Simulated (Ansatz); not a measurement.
System: C₃H₁₃NSi₂ (charge 0, singlet). SMILES: C[SiH2][SiH2]N(C)C
Coordinates optimised at B3LYP-D3(BJ)/def2-TZVP (Ansatz, a quantum-chemistry and plane-wave program):
```
N
C 1 1.4508
H 2 1.0908 1 110.80
H 2 1.0958 3 107.76 1 120.91
H 2 1.0998 3 107.57 4 115.63
C 1 1.4519 2 113.00 3 177.29
H 6 1.0901 1 110.39 2 -176.41
H 6 1.0958 7 107.89 1 -120.59
H 6 1.1000 7 108.02 8 -115.95
Si 1 1.7308 2 121.12 3 -27.67
H 10 1.4859 1 106.43 2 168.25
H 10 1.4968 11 106.20 7 -101.65
Si 10 2.3461 11 110.55 12 -118.64
H 13 1.4872 10 108.60 11 55.65
H 13 1.4879 14 106.92 10 -119.07
C 13 1.8826 14 110.40 15 -119.23
H 16 1.0912 13 111.34 14 60.50
H 16 1.0913 17 108.32 13 -121.65
H 16 1.0914 17 108.23 18 -116.58
```
Charge 0, spin multiplicity 1.

Quantity: atomisation energy (electronic, to ground-state atoms), in eV. Cores are frozen in the correlated levels unless marked. Open shells are spin-unrestricted. Spin-orbit coupling is left out. No relativistic terms. The coupled-cluster limit lacks core correlation, which all-electron functionals hold. CBS(X,Y): correlation extrapolated as X^-3; Hartree-Fock from the larger set. The bracket is a focal-point correction in the basis named.

| level | program | atomisation energy (eV) | minus last row |
|---|---|---|---|
| HF/6-31G* | Ansatz | 51.37 | -18.27 |
| BLYP/def2-TZVPD | Ansatz | 68.20 | -1.44 |
| revPBE-D3(BJ)/def2-TZVPD | Ansatz + dftd3 | 68.68 | -0.96 |
| PBE0-D4/def2-TZVP | Ansatz + dftd4 | 69.50 | -0.14 |
| PBE0/def2-QZVPP | Ansatz | 69.22 | -0.42 |
| BHLYP-D3(BJ)/def2-TZVPD | Ansatz + dftd3 | 68.50 | -1.14 |
| HSE06-D4/def2-TZVPD | Ansatz + dftd4 | 69.56 | -0.08 |
| CAM-B3LYP-D3(BJ)/def2-TZVPD | Ansatz + dftd3 | 69.92 | 0.28 |
| CAM-B3LYP/def2-TZVPD | Ansatz | 69.53 | -0.11 |
| B2PLYP-D4/def2-TZVPD | Ansatz + dftd4 | 68.80 | -0.84 |
| RI-MP2/cc-pV(T+d)Z | Ansatz | 67.98 | -1.66 |
| SCS-MP2/6-31G* | Ansatz | 62.36 | -7.28 |
| SCS-MP2/cc-pV(D+d)Z | Ansatz | 64.49 | -5.15 |
| CCSD/cc-pV(T+d)Z | Ansatz | 67.10 | -2.54 |
| RI-MP2/CBS(aug-cc-pV(T+d)Z,aug-cc-pV(Q+d)Z)+[CCSD(T)-MP2]/aug-cc-pV(T+d)Z | Ansatz | 69.64 | 0.00 |
